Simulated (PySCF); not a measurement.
H6NSi2, SMILES [N]([SiH3])[SiH3], multiplicity 2. Atoms are numbered in the order given.

```xyz
9

Si     0.0028    -0.0811     1.6262
N      0.0226     0.5191     0.0000
Si     0.0028    -0.0811    -1.6262
H      0.4540    -1.5010     1.7910
H     -1.4241     0.0241     2.0706
H      0.8516     0.7961     2.4860
H      0.8516     0.7961    -2.4860
H      0.4540    -1.5010    -1.7910
H     -1.4241     0.0241    -2.0706
```
Charge 0, spin multiplicity 2.

The structure is a stationary point at PBE0-D3(BJ)/def2-SVP. The isomer is the one that the SMILES or the coordinates give; other isomers of the formula were not compared.

These are PBE0-D3(BJ)/def2-SVP (PySCF) values and carry that method's errors.

Frequencies are harmonic and unscaled.

| mode | ν (cm⁻¹) | IR (km/mol) | moving atoms (share of kinetic energy) |
|---|---|---|---|
| 1 | 57 | 1.6 | H 53 %, N 41 % |
| 2 | 64 | 0.1 | H 99 % |
| 3 | 108 | 1.9 | N 46 %, Si 30 %, H 24 % |
| 4 | 537 | 1.0 | Si 65 %, H 21 %, N 14 % |
| 5 | 582 | 1.6 | H 89 %, Si 10 % |
| 6 | 668 | 7.1 | H 90 %, Si 10 % |
| 7 | 678 | 68.7 | H 67 %, N 22 %, Si 11 % |
| 8 | 706 | 111.5 | H 71 %, N 18 %, Si 11 % |
| 9 | 891 | 173.5 | H 94 % |
| 10 | 898 | 71.5 | H 96 % |
| 11 | 921 | 186.1 | H 94 % |
| 12 | 938 | 96.3 | H 96 % |
| 13 | 962 | 213.9 | H 95 % |
| 14 | 991 | 56.1 | H 93 % |
| 15 | 1055 | 105.8 | N 79 %, Si 17 % |
| 16 | 2199 | 27.9 | H 97 % |
| 17 | 2204 | 5.9 | H 97 % |
| 18 | 2206 | 167.0 | H 96 % |
| 19 | 2208 | 170.3 | H 97 % |
| 20 | 2234 | 70.7 | H 97 % |
| 21 | 2237 | 93.5 | H 97 % |
